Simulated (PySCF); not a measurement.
**Partial charges of `F[SiH2][SiH2]O[SiH2]C(F)(F)F`**

Compound: CH6F4OSi3.
Geometry (GFN2-xTB, Å), atoms numbered from 1 in this order:
```
atom  x, y, z in Å
F1    -3.565   -0.843   -1.120
Si2   -1.952   -0.696   -1.071
Si3   -1.562    0.672    0.741
O4     0.076    0.898    0.871
Si5    1.658    0.859    0.696
C6     1.957   -0.553   -0.611
F7     1.399   -0.261   -1.810
F8     1.400   -1.727   -0.236
F9     3.251   -0.821   -0.863
H10   -1.503   -2.083   -0.978
H11   -1.636   -0.152   -2.391
H12   -2.041    2.059    0.667
H13   -1.907    0.151    2.070
H14    2.128    2.085    0.073
H15    2.292    0.420    1.929
```

Density: PBE0/pcSseg-1 (PySCF); schemes: Mulliken, IAO, Hirshfeld and ESP-fitted. The structure is a single GFN2-xTB conformer in the gas phase; no vibrational or solvent corrections.

Do the Mulliken, IAO, Hirshfeld and ESP-fitted schemes agree on where the charge is highest?

All schemes agree: Mulliken Si5 (+0.870); IAO Si5 (+1.020); Hirshfeld Si5 (+0.409); ESP-fitted Si5 (+0.456).

At which atom do the 4 schemes differ most?

At Si5: from +0.409 (Hirshfeld) to +1.020 e (IAO), 0.611 e apart.

Give the atomic charges in each scheme.

In e:

```json
{"atom": "F1", "environment": "silicon-bound fluorine", "Mulliken": "-0.443", "IAO": "-0.552", "Hirshfeld": "-0.220", "ESP-fitted": "-0.290"}
{"atom": "Si2", "environment": "fluorine-bound silicon", "Mulliken": "+0.631", "IAO": "+0.792", "Hirshfeld": "+0.336", "ESP-fitted": "+0.430"}
{"atom": "Si3", "environment": "oxygen-bound silicon", "Mulliken": "+0.548", "IAO": "+0.703", "Hirshfeld": "+0.338", "ESP-fitted": "+0.341"}
{"atom": "O4", "environment": "siloxane oxygen", "Mulliken": "-0.719", "IAO": "-0.888", "Hirshfeld": "-0.305", "ESP-fitted": "-0.347"}
{"atom": "Si5", "environment": "oxygen-bound silicon", "Mulliken": "+0.870", "IAO": "+1.020", "Hirshfeld": "+0.409", "ESP-fitted": "+0.456"}
{"atom": "C6", "environment": "CF3 carbon", "Mulliken": "+0.502", "IAO": "+0.520", "Hirshfeld": "+0.163", "ESP-fitted": "+0.219"}
{"atom": "F7", "environment": "fluorine of a CF3 group", "Mulliken": "-0.284", "IAO": "-0.290", "Hirshfeld": "-0.098", "ESP-fitted": "-0.146"}
{"atom": "F8", "environment": "fluorine of a CF3 group", "Mulliken": "-0.283", "IAO": "-0.289", "Hirshfeld": "-0.100", "ESP-fitted": "-0.148"}
{"atom": "F9", "environment": "fluorine of a CF3 group", "Mulliken": "-0.271", "IAO": "-0.282", "Hirshfeld": "-0.106", "ESP-fitted": "-0.133"}
{"atom": "H10", "environment": "Si–H hydrogen", "Mulliken": "-0.083", "IAO": "-0.114", "Hirshfeld": "-0.070", "ESP-fitted": "-0.059"}
{"atom": "H11", "environment": "Si–H hydrogen", "Mulliken": "-0.088", "IAO": "-0.117", "Hirshfeld": "-0.071", "ESP-fitted": "-0.071"}
{"atom": "H12", "environment": "Si–H hydrogen", "Mulliken": "-0.084", "IAO": "-0.116", "Hirshfeld": "-0.073", "ESP-fitted": "-0.065"}
{"atom": "H13", "environment": "Si–H hydrogen", "Mulliken": "-0.082", "IAO": "-0.116", "Hirshfeld": "-0.072", "ESP-fitted": "-0.068"}
{"atom": "H14", "environment": "Si–H hydrogen", "Mulliken": "-0.108", "IAO": "-0.136", "Hirshfeld": "-0.066", "ESP-fitted": "-0.063"}
{"atom": "H15", "environment": "Si–H hydrogen", "Mulliken": "-0.107", "IAO": "-0.134", "Hirshfeld": "-0.064", "ESP-fitted": "-0.058"}
```

Mean size of the charges over all atoms: IAO 0.405 e, Mulliken 0.340 e, ESP-fitted 0.193 e, Hirshfeld 0.166 e. Each set sums to the total charge, 0, to within 0.001 e. The Hirshfeld scheme weights the molecular density at each point by an atom's share of the summed free-atom densities. The IAO scheme projects the occupied orbitals on a minimal set of polarised atomic orbitals and counts the electrons in each atom's part of it.

How many electrons does the IAO scheme count on F1?

Z − q = 9 − (-0.552) = 9.552.

Sum the charges by element, for elements with more than one atom.

| element | atoms | Mulliken | IAO | Hirshfeld | ESP-fitted |
| --- | --- | --- | --- | --- | --- |
| F | 4 | -1.282 | -1.413 | -0.524 | -0.716 |
| Si | 3 | +2.050 | +2.515 | +1.082 | +1.228 |
| H | 6 | -0.551 | -0.733 | -0.416 | -0.383 |

How closely do the schemes follow one another over all atoms?

Correlation coefficient and root-mean-square difference: Mulliken with IAO 1.00, 0.089 e; Hirshfeld with ESP-fitted 0.99, 0.042 e; IAO with ESP-fitted 0.99, 0.273 e; IAO with Hirshfeld 0.99, 0.307 e; Mulliken with ESP-fitted 0.99, 0.193 e; Mulliken with Hirshfeld 0.98, 0.228 e.
